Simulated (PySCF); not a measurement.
Compound: C₃H₄Cl₂OSi.
Atom-mapped SMILES: `[CH3:1][C:2](=[C:3]=[O:4])[SiH:5]([Cl:6])[Cl:7]` (hydrogens: H8, H9, H10 on C1; H11 on Si5)

Computed by this run: PBE0-D3(BJ)/def2-SVP geometry optimisation, gas phase in PySCF; density fitting, grid level 1; the optimiser is geomeTRIC in internal coordinates, started from a GFN2-xTB structure with every atom displaced at random (about 0.01 Å).

At the end of the run (lengths in Å): Si5–Cl7 2.061, C1–H9 1.098, C3=O4 1.160, C2–Si5 1.838, Si5–H11 1.481, C2=C3 1.318, Si5–Cl6 2.063, C2–C3–O4 177.7°, C1–C2–C3 124.3°, C3–C2–Si5 114.8°, C1–C2–Si5 120.9°, C1–C2–Si5–Cl6 60°.

**Question.** These geometries were met on the way; a selection of coordinates is given. Order them by energy above the end point, lowest first.
A. Si5–Cl7 2.002, C1–H9 1.048, C3=O4 1.206, C2–Si5 1.881, Si5–H11 1.441, C2=C3 1.285, Si5–Cl6 2.031, C2–C3–O4 177.2°, C1–C2–C3 122.2°, C3–C2–Si5 117.8°, C1–C2–Si5 120.0°, C1–C2–Si5–Cl6 64°
B. Si5–Cl7 2.051, C1–H9 1.096, C3=O4 1.162, C2–Si5 1.846, Si5–H11 1.481, C2=C3 1.316, Si5–Cl6 2.057, C2–C3–O4 174.6°, C1–C2–C3 126.1°, C3–C2–Si5 113.3°, C1–C2–Si5 120.6°, C1–C2–Si5–Cl6 63°
C. Si5–Cl7 2.038, C1–H9 1.086, C3=O4 1.168, C2–Si5 1.864, Si5–H11 1.463, C2=C3 1.309, Si5–Cl6 2.048, C2–C3–O4 171.0°, C1–C2–C3 128.6°, C3–C2–Si5 112.2°, C1–C2–Si5 119.2°, C1–C2–Si5–Cl6 64°
D. Si5–Cl7 2.062, C1–H9 1.099, C3=O4 1.160, C2–Si5 1.837, Si5–H11 1.481, C2=C3 1.319, Si5–Cl6 2.063, C2–C3–O4 177.9°, C1–C2–C3 124.0°, C3–C2–Si5 114.6°, C1–C2–Si5 121.4°, C1–C2–Si5–Cl6 61°

**Answer.** D (0.000 eV), B (0.011 eV), C (0.062 eV), A (0.271 eV).

```json
{"step": "4", "E above end (eV)": "0.000", "rms distance from the end, all atoms (Å)": "0.013", "largest force (eV/Å)": "0.049", "rms shift of all bonds from the end (Å)": "0.001"}
{"step": "2", "E above end (eV)": "0.011", "rms distance from the end, all atoms (Å)": "0.040", "largest force (eV/Å)": "0.385", "rms shift of all bonds from the end (Å)": "0.004"}
{"step": "1", "E above end (eV)": "0.062", "rms distance from the end, all atoms (Å)": "0.078", "largest force (eV/Å)": "1.198", "rms shift of all bonds from the end (Å)": "0.014"}
{"step": "0", "E above end (eV)": "0.271", "rms distance from the end, all atoms (Å)": "0.065", "largest force (eV/Å)": "5.906", "rms shift of all bonds from the end (Å)": "0.037"}
```

Rows stand in the order of the answer.
